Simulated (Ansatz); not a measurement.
`FB([SiH3])[SeH]` + `NB(O)O` → `NB(O)O[SiH3]` + `FB[SeH]`  (cleavage of the Si–B bond)

Gas-phase electronic energies from Ansatz, PBE0-D4/def2-TZVP geometries. CCSD(T)/CBS is the MP2 limit (def2-TZVPP, def2-QZVPP) plus CCSD(T) − MP2 in def2-TZVPP, frozen cores. This one scheme is used for every species. For Se outer-core shells are correlated without core-valence functions, which leaves a few kJ/mol of doubt a bond. Scalar relativity is left out up to krypton. Each species was taken in one conformer, which may not be the lowest.

`FB([SiH3])[SeH]`:

Z-matrix (Å, degrees):
```
Si
B 1 2.029
H 1 1.489 2 110.1
H 1 1.487 2 110.4 3 120.3
H 1 1.489 2 110.0 3 -119.4
Se 2 1.938 1 119.5 3 -120.4
F 2 1.326 1 121.0 3 59.6
H 6 1.472 2 95.8 1 -179.9
```

`NB(O)O`:

```xyz
8

N    -0.151    0.946    0.656
B     0.146   -0.198   -0.115
O     1.447   -0.627   -0.166
O    -0.795   -0.915   -0.822
H    -1.065    1.344    0.761
H     0.570    1.434    1.155
H     1.536   -1.408   -0.715
H    -1.687   -0.576   -0.754
```

`NB(O)O[SiH3]`:

Z-matrix (Å, degrees):
```
Si
O 1 1.646
H 1 1.484 2 106.5
H 1 1.486 2 111.2 3 -118.9
H 1 1.485 2 111.2 3 119.0
B 2 1.371 1 130.1 3 -179.9
O 6 1.376 2 117.3 1 0.0
N 6 1.410 2 118.8 1 -179.9
H 7 0.957 6 115.0 2 -180.0
H 8 1.004 6 120.8 2 -0.0
H 8 1.002 6 124.9 2 -180.0
```

`FB[SeH]`:

```xyz
5

F    -1.354    1.005    0.733
B    -0.228    0.450    0.324
Se   -0.346   -1.123   -0.796
H     0.818    0.923    0.648
H     1.110   -1.256   -0.908
```

```tsv
species	MP2/CBS(def2) energy (Eh)
`FB([SiH3])[SeH]`	-2816.77307
`NB(O)O`	-232.36622
`NB(O)O[SiH3]`	-522.65746
`FB[SeH]`	-2526.52613
```

(1) Work out ΔE.

Largest T1 diagnostic among the species: 0.013.

## Answers

(1) ΔE = (-522.65746) + (-2526.52613) − (-2816.77307) − (-232.36622) = -0.04430 Eh = -116.3 kJ/mol. CCSD(T)/CBS gives -109.4 kJ/mol.

From PBE to PBE0 (25 % exact exchange), in def2-TZVPP and without D4, ΔE moves by −9.2 kJ/mol. In def2-TZVPP, CCSD(T) changes the Hartree–Fock value by +26.7 kJ/mol (the triples alone add +3.8 kJ/mol) and MP2 by +19.8 kJ/mol.
